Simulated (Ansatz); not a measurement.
The cluster Ge₂H₃, relaxed as a quartet with UKS r2SCAN-D4/def2-TZVP in Ansatz, starting from the r2SCAN-D4/def2-TZVP geometry of the neutral doublet. Force threshold 0.02 eV/Å.

At r2SCAN-D4/def2-TZVP a doublet of charge 0 lies 1.17 eV below the quartet, each at its own geometry. The structure comes from a short search, and lower isomers may exist.

Start:

```csv
atom,x (Å),y (Å),z (Å)
Ge1,0.105,0.454,-0.449
Ge2,0.088,-1.820,0.322
H3,0.547,0.875,-1.869
H4,-0.451,-1.270,1.716
H5,-0.290,1.761,0.280
```

**Question.** Estimate the energy that the relaxation releases and the steps that it takes.

**Answer.** 113.7 kJ/mol, in 13 steps; 41 s on 2 threads of Arm Neoverse V2 on a shared host. No frequencies were taken in this run, so the end may be a saddle point.

**Question.** Does the start keep its bonding and symmetry?

**Answer.** By distances, no bond broke or formed. The bond that changes most is Ge2–H4, from 1.59 to 1.56 Å (atoms count from 1). Point group Cs at the start, Cs at the end, both within 0.05 Å.

**Question.** Predict the relaxed structure.

**Answer.** 
```xyz
5

Ge    0.5670    0.7202   -0.4842
Ge    0.4572   -1.2720    0.8792
H    -0.0578    0.5345   -1.8879
H    -0.8818   -1.9376    1.3087
H    -0.0846    1.9548    0.1842
```
Bond lengths: 1 × Ge–Ge 2.42 Å; 3 × Ge–H 1.55 to 1.56 Å.
